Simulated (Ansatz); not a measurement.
Correlation energies of F2Ga2H4, SMILES `[F+]1[GaH2-][F+][GaH2-]1` by basis set

Cartesian coordinates in Å:
```
F 0.5529 0.3213 -1.0640
Ga 0.8401 0.9930 0.7364
F -0.5530 -0.3212 1.0639
Ga -0.8401 -0.9931 -0.7364
H 2.1733 0.3826 1.2450
H 0.1752 2.3933 0.8136
H -2.1734 -0.3829 -1.2451
H -0.1749 -2.3932 -0.8136
```

Total charge 0; spin multiplicity 1. Correlated methods include outer-core shells of Ga, which these sets cover unevenly. Scalar relativity is left out up to krypton. Geometry: relaxed with PBE0-D4/def2-TZVP. Frozen core, restricted reference, Ansatz 0.2.0.

```tsv
basis	HF (Eh)	MP2 corr.	CCSD corr.	(T)	CCSD(T) total
def2-SVP	-4047.16876	-0.81528	?	-0.01898	?
def2-TZVPP	-4047.91368	-0.97905	?	?	?
def2-QZVPP	-4048.00481	?	–	–	–
```

Question: Fill in the withheld values. (Best estimate.)

Answer: Ansatz gave: def2-SVP CCSD corr.: -0.81984; def2-SVP CCSD(T) total: -4048.00758; def2-TZVPP CCSD corr.: -0.98740; def2-TZVPP (T): -0.03218; def2-TZVPP CCSD(T) total: -4048.93326; def2-QZVPP MP2 corr.: -1.52155.
